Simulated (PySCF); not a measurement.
# Structure elucidation problem

Molecular formula: C6H10O. Simulated spectra:

¹H NMR (600 MHz, computed): δ 2.11 (m, 4H), 1.69 (m, 4H), 1.54 (m, 2H).

¹³C{¹H} NMR (computed): δ 211.6 (C), 43.9 (CH2), 29.4 (CH2), 27.5 (CH2).

How the numbers were obtained: σ from GIAO-mPW1PW91/pcSseg-1, B3LYP/pcJ-1 coupling constants (without the spin–dipole term), structure optimised with PBE0-D3(BJ)/def2-SVP, in PySCF (one conformer, no solvent model, one averaged value for each set of equivalent atoms, non-relativistic).

References, each an isolated molecule treated in the same way: TMS for ¹H and ¹³C.

Propose a structure and justify it.

## Answers


Rings plus π bonds: 2 (1 ring in the answer). 4 carbon signals for 6 carbons: some carbons are equivalent by symmetry or fast rotation. Carbon types of the structure: 1 × C, 5 × CH2, which accounts for all hydrogens. δC 211.6: ketone carbonyl carbon; low-lying n→π* states of the double bond to the heteroatom give a large paramagnetic term (-276 ppm). δC 43.9: sp3 CH2 α to a carbonyl; the adjacent C=O deshields it moderately. δC 29.4, 27.5: sp3 CH2 in a ring; saturated and bonded to C and H only. δH 2.11: hydrogen on an sp3 CH2 α to a carbonyl; α to C=O. δH 1.69, 1.54: hydrogen on an sp3 CH2 in a ring.

The compound is cyclohexanone.

The shifts were computed for this structure.

Multiplet labels drop couplings under 1 Hz and merge nearly equal ones. Couplings among chemically equivalent protons are left out too, so labels in AA′BB′ or AA′XX′ sets are apparent multiplicities. Unscaled 3J(H,H) at this level run about 10 % above measured values. Shifts are as computed, not scaled to solution data. Of 1211 compounds with measured shifts, 218 miss one by over three times the rms of a fit or turn the order of signals round; such compounds aren't used in these exercises.
